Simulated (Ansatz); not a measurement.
The cluster Al2Te2. Charge 0, multiplicity 1. Geometry relaxed at B3LYP-D4/def2-SVP.

Cartesian coordinates in Å:
```
Al 0.436 -1.441 0.536
Al -0.436 1.443 -0.534
Te 1.951 0.505 -0.230
Te -1.951 -0.506 0.227
```

In the def2 sets Te takes a core potential; there is no spin–orbit coupling. The restricted singlet is unstable towards broken spin symmetry at other levels; at B3LYP-D4/def2-SVP this wasn't settled. The structure comes from a short search, and lower isomers may exist.

Estimate the harmonic wavenumbers at RKS B3LYP-D4/def2-SVP (Ansatz, unscaled). Is this a minimum?

111, 115, 140, 285, 295, 346 cm⁻¹. Yes, no mode is imaginary beyond noise. Zero-point energy 7.7 kJ/mol. Run time 31 s (4 threads of Arm Neoverse V1 on a shared host).
